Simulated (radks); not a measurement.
Isoelectronic series with 11 electrons, all held in the configuration [Ne] 3s1, which need not be the ground one along the series. Calculated with a radial shooting solver on a logarithmic mesh with Libxc functionals: scalar-relativistic Kohn-Sham, PBE, spin-polarised, spherical densities, finite nucleus; open shells are filled with parallel spins first (spin-orbit coupling, left out, can overturn this in heavy ions); Fermi nuclear charge, rms radius of each element as measured or else 0.836 A^(1/3) + 0.57 fm. Total energies (hartree) and orbital eigenvalues (eV) (* marks an orbital that is empty in some or all of the ions):

| ion | E (hartree) | 3s down* | 3s up | 2p down | 2p up |
|---|---|---|---|---|---|
| Ni17+ | -1372.52370 | -585.0090 | -592.9137 | -1443.843 | -1445.122 |
| Zn19+ | -1595.78264 | -713.3916 | -722.0128 | -1742.151 | -1743.564 |
| Ge21+ | -1836.47326 | -854.5272 | -863.8644 | -2068.417 | -2069.964 |
| Se23+ | -2094.74604 | -1008.523 | -1018.576 | -2422.761 | -2424.442 |
| Kr25+ | -2370.76343 | -1175.496 | -1186.265 | -2805.315 | -2807.131 |
| Sr27+ | -2664.70129 | -1355.579 | -1367.064 | -3216.222 | -3218.175 |
| Zr29+ | -2976.74884 | -1548.913 | -1561.114 | -3655.637 | -3657.727 |
| Mo31+ | -3307.10770 | -1755.652 | -1768.571 | -4123.726 | -4125.955 |
| Ru33+ | -3655.99977 | -1975.967 | -1989.603 | -4620.665 | -4623.034 |
| Pd35+ | -4023.65904 | -2210.038 | -2224.392 | -5146.642 | -5149.153 |
| Cd37+ | -4410.33477 | -2458.061 | -2473.133 | -5701.856 | -5704.511 |
| Sn39+ | -4816.29842 | -2720.249 | -2736.040 | -6286.517 | -6289.317 |
| Te41+ | -5241.83208 | -2996.826 | -3013.337 | -6900.846 | -6903.793 |
| Xe43+ | -5687.24936 | -3288.040 | -3305.271 | -7545.075 | -7548.171 |
| Ba45+ | -6152.8742 | -3594.151 | -3612.103 | -8219.448 | -8222.695 |
| Ce47+ | -6639.0593 | -3915.442 | -3934.117 | -8924.220 | -8927.621 |
| Nd49+ | -7146.1787 | -4252.217 | -4271.615 | -9659.659 | -9663.217 |
| Sm51+ | -7674.6003 | -4604.788 | -4624.909 | -10426.05 | -10429.76 |
| Gd53+ | -8224.7963 | -4973.521 | -4994.366 | -11223.67 | -11227.55 |
| Dy55+ | -8797.2082 | -5358.786 | -5380.357 | -12052.84 | -12056.88 |
| Er57+ | -9392.3370 | -5760.992 | -5783.288 | -12913.86 | -12918.07 |
| Yb59+ | -10010.6809 | -6180.562 | -6203.585 | -13807.07 | -13811.46 |
